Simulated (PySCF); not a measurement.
Job file and geometry (Å, from GFN2-xTB) of an NMR shielding run on SMILES C[Si](C)(C)C, C4H12Si, GIAO LDA/STO-3G NMR shielding, non-relativistic, gas phase in PySCF 2.14.0, density-fitted response routines; density fitting, a coarse starting grid and PySCF grid level 2 are the driver's defaults:

```
$ OMP_NUM_THREADS=1 python probes_run.py task.json out

{"job": {"kind": "nmr", "xc": "LDA", "basis": "STO-3G", "pop": false}, "charge": 0, "multiplicity": 1}
C     -0.406572    -1.213421    -1.419378
Si    -0.001168    -0.000673    -0.001754
C      0.008130     1.785545    -0.675355
C     -1.319794    -0.154927     1.370252
C      1.716091    -0.415535     0.721562
H     -1.379676    -1.003559    -1.853159
H     -0.418731    -2.241638    -1.070248
H      0.327027    -1.147965    -2.217335
H      0.242457     2.501867     0.106393
H     -0.958122     2.057909    -1.089187
H      0.746490     1.907664    -1.462097
H     -2.312057     0.075313     0.994143
H     -1.350945    -1.160472     1.779082
H     -1.116988     0.525824     2.191677
H      1.746276    -1.426357     1.117085
H      2.493128    -0.336762    -0.032799
H      1.977455     0.259220     1.531210
```

**Question.** Write the output of this run.

**Answer.** 
```
coarse grid: 13408 points
cycle   1  E = -441.1965063395  dE = -2.552e-01  |g| = 5.587e-01  |ddm| = 4.641e+00
cycle   2  E = -441.1479367044  dE =  4.857e-02  |g| = 6.814e-01  |ddm| = 1.609e+00
cycle   3  E = -441.2916705840  dE = -1.437e-01  |g| = 1.963e-02  |ddm| = 9.090e-01
cycle   4  E = -441.2918202892  dE = -1.497e-04  |g| = 6.159e-03  |ddm| = 4.628e-02
cycle   5  E = -441.2918349405  dE = -1.465e-05  |g| = 1.356e-04  |ddm| = 1.042e-02
cycle   6  E = -441.2918349474  dE = -6.857e-09  |g| = 3.580e-05  |ddm| = 2.338e-04
final grid: 121224 points
cycle   7  E = -441.2294607753  dE = -3.746e-06  |g| = 4.509e-03  |ddm| = 1.293e-02
cycle   8  E = -441.2294583081  dE =  2.467e-06  |g| = 5.319e-03  |ddm| = 1.241e-02
cycle   9  E = -441.2294668852  dE = -8.577e-06  |g| = 2.640e-04  |ddm| = 6.932e-03
cycle  10  E = -441.2294669128  dE = -2.764e-08  |g| = 8.566e-06  |ddm| = 4.710e-04
cycle  11  E = -441.2294669128  dE = -2.115e-11  |g| = 4.471e-06  |ddm| = 1.783e-05
converged SCF energy = -441.2294669128

GIAO shielding tensors (ppm)
atom      isotropic    diamagn.    paramagn.     s11        s22        s33       span
  0 C      234.573     247.075     -12.502    233.545    235.064    235.111      1.566
  1 Si     475.975     871.219    -395.244    475.683    475.989    476.254      0.571
  2 C      234.565     247.089     -12.524    233.552    235.046    235.096      1.544
  3 C      234.557     247.071     -12.515    233.561    235.043    235.066      1.504
  4 C      234.567     247.080     -12.514    233.565    235.040    235.096      1.531
  5 H       32.680      31.380       1.300     26.950     29.598     41.491     14.541
  6 H       32.678      31.376       1.302     26.950     29.592     41.494     14.544
  7 H       32.680      31.385       1.295     26.951     29.600     41.488     14.538
  8 H       32.681      31.397       1.283     26.948     29.601     41.492     14.543
  9 H       32.681      31.390       1.291     26.957     29.594     41.492     14.535
 10 H       32.682      31.394       1.288     26.953     29.599     41.493     14.540
 11 H       32.683      31.388       1.295     26.956     29.593     41.499     14.543
 12 H       32.680      31.385       1.295     26.954     29.592     41.493     14.540
 13 H       32.678      31.394       1.284     26.949     29.602     41.483     14.535
 14 H       32.681      31.392       1.289     26.958     29.591     41.494     14.536
 15 H       32.682      31.392       1.290     26.953     29.597     41.497     14.544
 16 H       32.681      31.401       1.281     26.950     29.604     41.490     14.540
```

Size and cost of the density-fitted run: 41 basis functions, of the order of 2.8 core-seconds.
